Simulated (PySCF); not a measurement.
**Silver: a sound run and one with changed settings**

Sound run: Ag [Kr] 4d10 5s1, Ag⁺ [Kr] 4d10. Calculation: PySCF 2.14, in x2c-SVPall (6s5p5d1f, 53 functions); the spin-free X2C one-electron Hamiltonian (Gaussian nucleus). In the sound run the correlated levels freeze [Kr]. The sound run starts from symmetry-adapted Hartree-Fock orbitals and uses a fine grid where one is needed.

Changed run: the non-relativistic Hamiltonian (point nucleus). This setting is unsound on purpose.

```json
{"species": "Ag", "method": "UHF", "sound run (hartree)": "-5312.30646", "changed run (hartree)": "-5106.52269", "converged": "yes"}
{"species": "Ag", "method": "B3LYP", "sound run (hartree)": "-5314.94194", "changed run (hartree)": "-5109.16198", "converged": "yes"}
{"species": "Ag", "method": "M06-2X", "sound run (hartree)": "-5315.30910", "changed run (hartree)": "-5109.53156", "converged": "yes"}
{"species": "Ag", "method": "MP2", "sound run (hartree)": "-5312.59555", "changed run (hartree)": "-5106.80453", "converged": "yes"}
{"species": "Ag⁺", "method": "UHF", "sound run (hartree)": "-5312.07341", "changed run (hartree)": "-5106.32432", "converged": "yes"}
{"species": "Ag⁺", "method": "B3LYP", "sound run (hartree)": "-5314.65407", "changed run (hartree)": "-5108.91907", "converged": "yes"}
{"species": "Ag⁺", "method": "M06-2X", "sound run (hartree)": "-5315.03570", "changed run (hartree)": "-5109.29958", "converged": "yes"}
{"species": "Ag⁺", "method": "MP2", "sound run (hartree)": "-5312.34012", "changed run (hartree)": "-5106.58819", "converged": "yes"}
```

Ionisation energy of Ag:

```
 method  sound run (eV)  changed run (eV)
    UHF           6.342             5.398
  B3LYP           7.833             6.610
 M06-2X           7.440             6.313
    MP2           6.951             5.887
SCS-MP2           6.863             5.806
```

Most of the change in total energy is the relativistic energy itself. On top of that the contraction fixes the core shape for the Hamiltonian it was made with, so the changed run is not a good calculation with the other Hamiltonian either.

For comparison, NIST gives 7.576 eV between the lowest levels.
